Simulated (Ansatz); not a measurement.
`C[CH2][InH][NH2]` + H₂ → `[NH2][InH2]` + ethane at 298.15 K and 1 bar (hydrogenolysis of the In–C bond).

Computed with Ansatz on PBE0-D4/def2-TZVP structures; ΔE is electronic, products minus reactants. CCSD(T)/CBS adds triple-zeta CCSD(T) − MP2 to the extrapolated MP2 energy (def2 sets, frozen cores). This one scheme is used for every species. def2 core potentials past Kr. For In outer-core shells are correlated without core-valence functions, which leaves a few kJ/mol of doubt a bond. One conformer a species, not always the lowest.

```csv
species,CCSD(T)/CBS energy (Eh),H − E (kJ/mol),S (J/(mol·K))
`C[CH2][InH][NH2]`,-325.43163,272.7,366.6
H₂,-1.17544,35.1,130.4
`[NH2][InH2]`,-246.90424,110.5,281.1
`CC`,-79.71954,207.7,227.7
```

H − E and S are ideal-gas, rigid-rotor, harmonic terms from PBE0-D4/def2-TZVP, for one conformer and one mirror image of each species. For small species the MP2-based limit differs from directly extrapolated CCSD(T) by up to some mEh (0.8 for H₂); such offsets cancel only in part. 1 Eh = 2625.50 kJ/mol, R = 8.31446 J/(mol·K).

**Question.** By hand: ΔE, ΔH, ΔS and ΔG.

**Answer.** ΔE = (-246.90424) + (-79.71954) − (-325.43163) − (-1.17544) = -0.01671 Eh = -43.9 kJ/mol. Δ(H − E) = 110.5 + 207.7 − 272.7 − 35.1 = 10.4, so ΔH = -33.5 kJ/mol. ΔS = 281.1 + 227.7 − 366.6 − 130.4 = 11.8 J/(mol·K). ΔG = -33.5 − 298.15 × (11.8)/1000 = -37.0 kJ/mol.

**Question.** By hand: the equilibrium constant, and the temperature at which ΔG would vanish if ΔH and ΔS stayed fixed.

**Answer.** log₁₀ K = −ΔG/(RT ln 10) = 6.5. ΔH and −TΔS have one sign here, so there is no such temperature.

The number of gas molecules stays the same, so ΔS is small and ΔH decides. A doubt of 5 kJ/mol in ΔE shifts log₁₀ K by 0.9 here. Other conformers and mirror images would add mixing entropy, several J/(mol·K) or more a flexible species. Modes under 60 cm⁻¹, often nearly free rotors, make the harmonic entropy too high. These are equilibria of isolated gas molecules and say nothing of rates. Largest T1 diagnostic: 0.016 (customary marks: 0.02 for closed shells, 0.045 for open ones).

ΔS is within the doubt of such terms, so its sign, and with it that verdict, could turn.
